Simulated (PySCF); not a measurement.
## Two-photon absorption: `InChI=1S/C6H7O/c1-7-6-4-2-3-5-6/h2-5H,1H3/q-1`, charge -1

Geometry:
```json
{"atom": "C1", "x (Å)": "-1.711", "y (Å)": "0.610", "z (Å)": "-0.061"}
{"atom": "O2", "x (Å)": "-0.809", "y (Å)": "-0.417", "z (Å)": "0.096"}
{"atom": "C3", "x (Å)": "0.526", "y (Å)": "-0.031", "z (Å)": "0.105"}
{"atom": "C4", "x (Å)": "1.580", "y (Å)": "-0.948", "z (Å)": "0.255"}
{"atom": "C5", "x (Å)": "2.786", "y (Å)": "-0.203", "z (Å)": "0.217"}
{"atom": "C6", "x (Å)": "2.464", "y (Å)": "1.154", "z (Å)": "0.045"}
{"atom": "C7", "x (Å)": "1.050", "y (Å)": "1.273", "z (Å)": "-0.027"}
{"atom": "H8", "x (Å)": "-1.642", "y (Å)": "1.368", "z (Å)": "0.751"}
{"atom": "H9", "x (Å)": "-1.571", "y (Å)": "1.160", "z (Å)": "-1.018"}
{"atom": "H10", "x (Å)": "-2.728", "y (Å)": "0.181", "z (Å)": "-0.052"}
{"atom": "H11", "x (Å)": "1.465", "y (Å)": "-2.028", "z (Å)": "0.377"}
{"atom": "H12", "x (Å)": "3.794", "y (Å)": "-0.620", "z (Å)": "0.307"}
{"atom": "H13", "x (Å)": "3.174", "y (Å)": "1.983", "z (Å)": "-0.024"}
{"atom": "H14", "x (Å)": "0.486", "y (Å)": "2.200", "z (Å)": "-0.159"}
```

Total charge -1.

Method used: TDDFT CAM-B3LYP/def2-TZVPD excited states, vertical, gas phase in PySCF. Geometry: PBE0-D3(BJ)/def2-SVP.

For a gas-phase anion, states above the detachment energy (about 1.0 eV, taken as minus the energy of the highest occupied orbital) lie in the continuum and depend on the basis.

Problem. Give the one- and two-photon strengths of the lowest singlets.

Solution. δ for parallel linear polarisation; σ at the peak of a Lorentzian of half width 0.1 eV, single beam; Ω is circular over linear.
```
state  E (eV)      f  photon λ (nm)  δ (au)  σ (GM)     Ω                                  main
   S1    2.91  0.003            852     306    0.95  1.50                        HOMO→LUMO 0.90
   S2    3.41  0.006            727     259    1.11  1.50    HOMO−1→LUMO 0.54, HOMO→LUMO+2 0.32
   S3    3.44  0.006            721     124    0.54  1.50    HOMO→LUMO+2 0.39, HOMO→LUMO+1 0.25
   S4    3.60  0.001            689    15.2    0.07  1.50    HOMO→LUMO+1 0.66, HOMO→LUMO+2 0.20
   S5    3.91  0.006            634     171    0.96  1.50  HOMO−1→LUMO+2 0.76, HOMO−1→LUMO 0.10
   S6    4.00  0.001            620    64.1    0.38  1.50                      HOMO→LUMO+3 0.84
```

Among these, the strongest one-photon state is S2, the strongest two-photon state S2.
